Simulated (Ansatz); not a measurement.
Relaxation of `CC(=O)SCCCCn1c2ccccc2c2ccccc21` with charge +1 with UKS PBE-D4/def2-SVP.

```sh
$ ansatz run in.yaml --threads 2 --pin off --events-out ev --progress --plain --max-ram 20480MiB --backend cuda --devices 0, --max-vram 18GiB
```

```yaml
crystal:
  periodic: [false, false, false]
  atoms:
    - {symbol: C, position_ang: [6.944549, -1.189880, 0.310734]}
    - {symbol: C, position_ang: [5.504880, -1.086311, -0.146261]}
    - {symbol: O, position_ang: [4.664887, -1.951303, 0.018821]}
    - {symbol: S, position_ang: [5.147895, 0.476533, -0.981702]}
    - {symbol: C, position_ang: [3.370577, 0.218139, -1.317125]}
    - {symbol: C, position_ang: [2.475738, 0.497445, -0.110445]}
    - {symbol: C, position_ang: [0.991675, 0.296686, -0.428891]}
    - {symbol: C, position_ang: [0.102540, 0.526231, 0.800487]}
    - {symbol: N, position_ang: [-1.310825, 0.360652, 0.537085]}
    - {symbol: C, position_ang: [-2.010195, -0.840402, 0.601723]}
    - {symbol: C, position_ang: [-1.553363, -2.119352, 0.963996]}
    - {symbol: C, position_ang: [-2.483188, -3.168298, 0.958242]}
    - {symbol: C, position_ang: [-3.832995, -2.955777, 0.597599]}
    - {symbol: C, position_ang: [-4.282385, -1.681079, 0.230377]}
    - {symbol: C, position_ang: [-3.371517, -0.609236, 0.226423]}
    - {symbol: C, position_ang: [-3.477012, 0.800072, -0.093701]}
    - {symbol: C, position_ang: [-4.530052, 1.628852, -0.520996]}
    - {symbol: C, position_ang: [-4.278219, 2.987336, -0.751288]}
    - {symbol: C, position_ang: [-2.984681, 3.523187, -0.560270]}
    - {symbol: C, position_ang: [-1.916389, 2.721475, -0.134944]}
    - {symbol: C, position_ang: [-2.174753, 1.360220, 0.101941]}
    - {symbol: H, position_ang: [7.105548, -2.178778, 0.777633]}
    - {symbol: H, position_ang: [7.175221, -0.388320, 1.041459]}
    - {symbol: H, position_ang: [7.633427, -1.059793, -0.548174]}
    - {symbol: H, position_ang: [3.260514, -0.833151, -1.653193]}
    - {symbol: H, position_ang: [3.131449, 0.884596, -2.171115]}
    - {symbol: H, position_ang: [2.652633, 1.534295, 0.251092]}
    - {symbol: H, position_ang: [2.775868, -0.183258, 0.714391]}
    - {symbol: H, position_ang: [0.819412, -0.733288, -0.809697]}
    - {symbol: H, position_ang: [0.672561, 0.986891, -1.240361]}
    - {symbol: H, position_ang: [0.262440, 1.548438, 1.203929]}
    - {symbol: H, position_ang: [0.389627, -0.173031, 1.614111]}
    - {symbol: H, position_ang: [-0.503921, -2.300891, 1.238729]}
    - {symbol: H, position_ang: [-2.151147, -4.179880, 1.237789]}
    - {symbol: H, position_ang: [-4.534743, -3.803175, 0.603492]}
    - {symbol: H, position_ang: [-5.333441, -1.517670, -0.053250]}
    - {symbol: H, position_ang: [-5.537744, 1.212428, -0.672678]}
    - {symbol: H, position_ang: [-5.093005, 3.646232, -1.086727]}
    - {symbol: H, position_ang: [-2.808966, 4.592817, -0.751899]}
    - {symbol: H, position_ang: [-0.912898, 3.150380, 0.002662]}
basis:
  gaussian: {orbitals: def2-SVP}
total_charge: 1
magnetization: {spin_polarized: true, initial_magnetization: 1}
hamiltonian: {xc: pbe, dispersion: d4}
scf: {lower_state_search: "off"}
output: {orbitals: {seedname: orbitals}}
relax: {f_tol: 0.03, max_steps: 70}
```

It took 59 s on 2 threads of AMD EPYC 7R13 on a shared host and a share (18 GiB) of an NVIDIA H100 80GB HBM3.

Positions (Å) and forces (eV/Å) at steps 1, 2, 3, 4, 5, 7 of 13:

```xyz
40
step=1 energy=-33291.4726 eV
C     6.945   -1.190    0.311   -0.127    0.019   -0.010
C     5.505   -1.086   -0.146    0.344   -0.449    0.168
O     4.665   -1.951    0.019   -0.074    0.244   -0.042
S     5.148    0.477   -0.982   -0.310    0.190   -0.038
C     3.371    0.218   -1.317    0.110   -0.062   -0.250
C     2.476    0.497   -0.110   -0.011    0.097    0.276
C     0.992    0.297   -0.429   -0.023   -0.074   -0.308
C     0.103    0.526    0.800    0.273    0.117    0.365
N    -1.311    0.361    0.537   -0.240   -0.058   -0.131
C    -2.010   -0.840    0.602   -0.181    0.007   -0.049
C    -1.553   -2.119    0.964    0.138   -0.121    0.072
C    -2.483   -3.168    0.958   -0.009   -0.145    0.010
C    -3.833   -2.956    0.598    0.360   -0.347    0.156
C    -4.282   -1.681    0.230   -0.005    0.812   -0.171
C    -3.372   -0.609    0.226   -0.197   -0.541    0.066
C    -3.477    0.800   -0.094   -0.273    0.482   -0.166
C    -4.530    1.629   -0.521    0.112   -0.790    0.192
C    -4.278    2.987   -0.751    0.295    0.416   -0.018
C    -2.985    3.523   -0.560   -0.023    0.129   -0.051
C    -1.916    2.721   -0.135    0.119    0.159    0.010
C    -2.175    1.360    0.102   -0.179   -0.045   -0.040
H     7.106   -2.179    0.778    0.001    0.010   -0.011
H     7.175   -0.388    1.041   -0.002    0.003    0.004
H     7.633   -1.060   -0.548   -0.003    0.001   -0.021
H     3.261   -0.833   -1.653    0.008   -0.020    0.015
H     3.131    0.885   -2.171    0.019    0.008    0.018
H     2.653    1.534    0.251   -0.016   -0.022   -0.004
H     2.776   -0.183    0.714   -0.005    0.000   -0.009
H     0.819   -0.733   -0.810    0.009    0.005   -0.007
H     0.673    0.987   -1.240    0.007   -0.006    0.009
H     0.262    1.548    1.204   -0.056   -0.040   -0.032
H     0.390   -0.173    1.614   -0.063    0.014   -0.045
H    -0.504   -2.301    1.239   -0.022   -0.019    0.013
H    -2.151   -4.180    1.238   -0.010    0.039   -0.008
H    -4.535   -3.803    0.603    0.012    0.015    0.004
H    -5.333   -1.518   -0.053    0.024   -0.014    0.010
H    -5.538    1.212   -0.673    0.021    0.020    0.002
H    -5.093    3.646   -1.087    0.013   -0.010    0.009
H    -2.809    4.593   -0.752   -0.004   -0.040    0.009
H    -0.913    3.150    0.003   -0.029    0.017    0.004
40
step=2 energy=-33291.4987 eV
C     6.926   -1.198    0.303   -0.052   -0.026   -0.147
C     5.489   -1.085   -0.150    0.030   -0.203    0.485
O     4.623   -1.913    0.062    0.077    0.113   -0.181
S     5.119    0.494   -0.961   -0.089    0.104   -0.181
C     3.352    0.219   -1.322    0.145   -0.006   -0.039
C     2.461    0.498   -0.109   -0.047    0.012    0.040
C     0.980    0.295   -0.439    0.018    0.000   -0.039
C     0.103    0.527    0.804    0.069    0.028    0.106
N    -1.311    0.358    0.531   -0.136   -0.016   -0.003
C    -2.006   -0.846    0.597   -0.045    0.010   -0.011
C    -1.538   -2.121    0.971    0.077    0.012    0.013
C    -2.461   -3.176    0.960   -0.060   -0.038    0.011
C    -3.808   -2.962    0.596    0.163   -0.153    0.069
C    -4.269   -1.684    0.222   -0.008    0.333   -0.071
C    -3.365   -0.615    0.218   -0.073   -0.282    0.031
C    -3.472    0.799   -0.103   -0.111    0.254   -0.090
C    -4.518    1.625   -0.528    0.041   -0.326    0.077
C    -4.257    2.991   -0.754    0.135    0.185   -0.009
C    -2.966    3.530   -0.560   -0.063    0.029   -0.003
C    -1.904    2.725   -0.128    0.078    0.005    0.013
C    -2.172    1.361    0.097   -0.047   -0.017   -0.006
H     7.077   -2.178    0.790    0.000    0.009   -0.008
H     7.172   -0.383    1.014   -0.024   -0.004   -0.012
H     7.611   -1.096   -0.564    0.008   -0.001    0.015
H     3.252   -0.834   -1.656   -0.011    0.009    0.018
H     3.117    0.888   -2.175   -0.003    0.001    0.017
H     2.635    1.535    0.254   -0.005   -0.012   -0.019
H     2.760   -0.185    0.714    0.001    0.000   -0.027
H     0.809   -0.734   -0.821   -0.002    0.009    0.016
H     0.661    0.989   -1.247   -0.002    0.000    0.020
H     0.255    1.549    1.205   -0.008   -0.024   -0.025
H     0.383   -0.176    1.615   -0.011    0.009   -0.032
H    -0.491   -2.295    1.258   -0.009    0.001   -0.005
H    -2.128   -4.184    1.246   -0.010    0.011   -0.006
H    -4.508   -3.811    0.605   -0.007    0.007   -0.009
H    -5.320   -1.527   -0.060    0.006   -0.034    0.007
H    -5.527    1.214   -0.682    0.000    0.034   -0.008
H    -5.071    3.652   -1.087   -0.006   -0.011   -0.005
H    -2.791    4.600   -0.745   -0.008   -0.014    0.000
H    -0.903    3.153    0.025   -0.010   -0.005   -0.004
40
step=3 energy=-33291.5063 eV
C     6.920   -1.208    0.298   -0.056    0.071    0.018
C     5.474   -1.065   -0.108   -0.041   -0.409   -0.021
O     4.604   -1.898    0.074    0.126    0.186    0.016
S     5.109    0.504   -0.954   -0.017    0.138   -0.073
C     3.348    0.220   -1.326    0.111    0.002    0.055
C     2.454    0.503   -0.112   -0.046   -0.014   -0.038
C     0.973    0.297   -0.441    0.030    0.020    0.055
C     0.100    0.529    0.807   -0.014   -0.010   -0.025
N    -1.315    0.358    0.531   -0.040    0.005    0.046
C    -2.006   -0.847    0.598    0.036    0.004    0.008
C    -1.531   -2.120    0.977    0.026    0.074   -0.011
C    -2.449   -3.178    0.967   -0.061    0.017   -0.004
C    -3.794   -2.967    0.597    0.024   -0.015    0.008
C    -4.262   -1.687    0.218   -0.018    0.003   -0.005
C    -3.364   -0.620    0.214    0.016   -0.059    0.006
C    -3.472    0.798   -0.109    0.008    0.056   -0.019
C    -4.513    1.622   -0.535   -0.016   -0.008   -0.003
C    -4.247    2.994   -0.759    0.021    0.019   -0.001
C    -2.959    3.534   -0.559   -0.060   -0.025    0.005
C    -1.900    2.727   -0.124    0.037   -0.067    0.020
C    -2.174    1.361    0.096    0.031    0.006    0.006
H     7.074   -2.204    0.753   -0.012    0.028   -0.005
H     7.190   -0.415    1.028    0.016   -0.025   -0.019
H     7.583   -1.086   -0.583   -0.035    0.004    0.029
H     3.252   -0.836   -1.652   -0.012    0.012    0.013
H     3.115    0.886   -2.181   -0.004    0.001    0.009
H     2.626    1.540    0.249    0.003   -0.002   -0.017
H     2.754   -0.180    0.711   -0.001    0.000   -0.020
H     0.802   -0.733   -0.822   -0.006    0.006    0.016
H     0.651    0.991   -1.247   -0.006    0.002    0.016
H     0.249    1.552    1.206    0.011   -0.010   -0.011
H     0.379   -0.175    1.616    0.011    0.004   -0.015
H    -0.485   -2.288    1.270   -0.003    0.011   -0.010
H    -2.115   -4.185    1.256   -0.007   -0.004   -0.001
H    -4.492   -3.817    0.606   -0.016    0.004   -0.010
H    -5.314   -1.536   -0.067   -0.004   -0.038    0.004
H    -5.523    1.215   -0.693   -0.010    0.035   -0.012
H    -5.059    3.655   -1.094   -0.015   -0.010   -0.006
H    -2.783    4.604   -0.742   -0.008    0.003   -0.001
H    -0.899    3.153    0.036   -0.001   -0.014   -0.004
40
step=4 energy=-33291.5099 eV
C     6.920   -1.211    0.297   -0.029    0.030   -0.017
C     5.478   -1.074   -0.121   -0.052   -0.264    0.089
O     4.606   -1.900    0.071    0.102    0.138   -0.034
S     5.116    0.502   -0.962   -0.031    0.080   -0.059
C     3.353    0.222   -1.324    0.055    0.003    0.011
C     2.457    0.506   -0.112   -0.025    0.000    0.006
C     0.974    0.300   -0.437    0.022    0.006    0.006
C     0.099    0.531    0.810    0.011   -0.001   -0.003
N    -1.317    0.359    0.535   -0.021    0.002    0.026
C    -2.007   -0.846    0.600    0.017    0.006    0.001
C    -1.532   -2.118    0.978    0.016    0.034   -0.001
C    -2.450   -3.177    0.968   -0.031    0.010   -0.005
C    -3.794   -2.968    0.596    0.021   -0.017    0.008
C    -4.263   -1.688    0.216   -0.010    0.022   -0.007
C    -3.366   -0.621    0.214    0.006   -0.038    0.003
C    -3.474    0.798   -0.109    0.000    0.035   -0.012
C    -4.515    1.622   -0.537   -0.006   -0.025    0.003
C    -4.249    2.993   -0.759    0.018    0.020   -0.001
C    -2.962    3.533   -0.557   -0.031   -0.015    0.000
C    -1.902    2.726   -0.123    0.021   -0.028    0.013
C    -2.176    1.361    0.098    0.014   -0.001    0.001
H     7.072   -2.202    0.763   -0.002    0.016   -0.004
H     7.186   -0.411    1.019    0.002   -0.014   -0.014
H     7.588   -1.098   -0.582   -0.014    0.002    0.019
H     3.253   -0.834   -1.650   -0.008    0.006    0.006
H     3.118    0.887   -2.179   -0.006   -0.001    0.002
H     2.630    1.543    0.247    0.002    0.000   -0.008
H     2.758   -0.177    0.711    0.000    0.002   -0.008
H     0.803   -0.730   -0.817   -0.003    0.003    0.006
H     0.651    0.994   -1.242   -0.004    0.001    0.007
H     0.248    1.554    1.209    0.002   -0.006   -0.003
H     0.379   -0.174    1.618    0.003    0.003   -0.007
H    -0.485   -2.285    1.270   -0.003    0.006   -0.005
H    -2.116   -4.184    1.256   -0.004   -0.002    0.001
H    -4.492   -3.818    0.603   -0.010    0.004   -0.005
H    -5.315   -1.541   -0.070   -0.002   -0.027    0.003
H    -5.525    1.216   -0.697   -0.006    0.024   -0.009
H    -5.061    3.653   -1.096   -0.010   -0.007   -0.003
H    -2.786    4.603   -0.740   -0.005    0.002    0.000
H    -0.901    3.152    0.037   -0.002   -0.008   -0.002
40
step=5 energy=-33291.5116 eV
C     6.916   -1.218    0.294    0.000    0.009   -0.018
C     5.477   -1.083   -0.125   -0.050   -0.117    0.081
O     4.601   -1.903    0.069    0.053    0.076   -0.039
S     5.117    0.500   -0.969   -0.010    0.023   -0.020
C     3.354    0.225   -1.323    0.005    0.001   -0.009
C     2.458    0.511   -0.111   -0.004    0.005    0.019
C     0.975    0.306   -0.432    0.006   -0.002   -0.010
C     0.098    0.534    0.814    0.009    0.000   -0.003
N    -1.318    0.361    0.539    0.005    0.002    0.015
C    -2.007   -0.845    0.602    0.004    0.005   -0.004
C    -1.530   -2.115    0.981   -0.003   -0.003    0.004
C    -2.447   -3.176    0.970    0.002    0.007   -0.003
C    -3.789   -2.970    0.595    0.000   -0.003    0.000
C    -4.260   -1.691    0.213    0.000    0.003   -0.002
C    -3.365   -0.622    0.212    0.005    0.009   -0.003
C    -3.475    0.798   -0.111    0.006   -0.010    0.002
C    -4.515    1.620   -0.541    0.001   -0.004    0.000
C    -4.249    2.992   -0.762   -0.001    0.002   -0.001
C    -2.964    3.533   -0.556    0.002   -0.007    0.000
C    -1.903    2.726   -0.119   -0.003    0.005    0.003
C    -2.177    1.361    0.100    0.003   -0.004   -0.003
H     7.068   -2.206    0.765    0.003    0.006   -0.002
H     7.183   -0.415    1.012   -0.004   -0.004   -0.009
H     7.585   -1.109   -0.584   -0.001    0.000    0.008
H     3.249   -0.831   -1.646   -0.006    0.000   -0.001
H     3.117    0.889   -2.179   -0.006   -0.003   -0.003
H     2.632    1.549    0.245    0.001    0.001    0.000
H     2.760   -0.170    0.712    0.000    0.003    0.003
H     0.803   -0.724   -0.812    0.000    0.000   -0.003
H     0.649    1.000   -1.237   -0.001    0.000   -0.001
H     0.247    1.557    1.214   -0.002    0.000    0.004
H     0.380   -0.170    1.622   -0.001    0.000    0.002
H    -0.483   -2.280    1.274   -0.001    0.002    0.000
H    -2.112   -4.182    1.260    0.001   -0.002    0.001
H    -4.486   -3.821    0.598   -0.004    0.003   -0.001
H    -5.312   -1.549   -0.077    0.000   -0.012    0.000
H    -5.525    1.216   -0.707   -0.002    0.010   -0.005
H    -5.062    3.651   -1.102   -0.004   -0.004    0.000
H    -2.789    4.603   -0.738   -0.001    0.002    0.000
H    -0.903    3.151    0.041   -0.001   -0.001    0.001
40
step=7 energy=-33291.5127 eV
C     6.903   -1.235    0.285    0.009   -0.006    0.003
C     5.463   -1.099   -0.128    0.007    0.045   -0.011
O     4.584   -1.910    0.064   -0.024   -0.024    0.002
S     5.112    0.493   -0.978    0.006   -0.018    0.010
C     3.347    0.227   -1.322   -0.012    0.003   -0.002
C     2.458    0.524   -0.105    0.009    0.001   -0.004
C     0.974    0.318   -0.423   -0.008    0.000    0.003
C     0.100    0.544    0.826   -0.007   -0.003   -0.010
N    -1.316    0.367    0.550    0.007    0.004    0.009
C    -2.001   -0.841    0.608   -0.003   -0.003   -0.003
C    -1.521   -2.109    0.990   -0.009   -0.011    0.001
C    -2.433   -3.174    0.973    0.012   -0.001    0.002
C    -3.774   -2.974    0.588   -0.010    0.007   -0.004
C    -4.248   -1.698    0.202    0.005   -0.013    0.003
C    -3.357   -0.624    0.208    0.002    0.019   -0.004
C    -3.470    0.795   -0.116    0.004   -0.019    0.004
C    -4.511    1.614   -0.553    0.003    0.013   -0.003
C    -4.248    2.987   -0.771   -0.010   -0.010   -0.001
C    -2.967    3.533   -0.555    0.011    0.003    0.001
C    -1.906    2.729   -0.112   -0.011    0.009   -0.003
C    -2.176    1.364    0.105   -0.004    0.001   -0.004
H     7.057   -2.222    0.757    0.003   -0.004    0.001
H     7.174   -0.431    1.000   -0.003    0.003    0.001
H     7.568   -1.127   -0.595    0.002   -0.002   -0.006
H     3.232   -0.830   -1.638    0.001   -0.001   -0.001
H     3.106    0.887   -2.180    0.000    0.000    0.000
H     2.635    1.564    0.243    0.000    0.000    0.000
H     2.761   -0.153    0.720    0.000    0.002    0.005
H     0.802   -0.712   -0.801    0.000   -0.001   -0.002
H     0.645    1.011   -1.226    0.001    0.001   -0.001
H     0.245    1.567    1.226    0.000    0.003    0.003
H     0.383   -0.160    1.632    0.001   -0.001    0.004
H    -0.475   -2.269    1.289    0.001   -0.001    0.003
H    -2.096   -4.179    1.266    0.002    0.000    0.000
H    -4.468   -3.827    0.587    0.004   -0.001    0.000
H    -5.298   -1.564   -0.095    0.002    0.006   -0.002
H    -5.519    1.209   -0.728    0.003   -0.007    0.001
H    -5.062    3.642   -1.116    0.003    0.001    0.000
H    -2.795    4.603   -0.735    0.001    0.000    0.000
H    -0.908    3.158    0.055    0.000    0.003    0.002
```
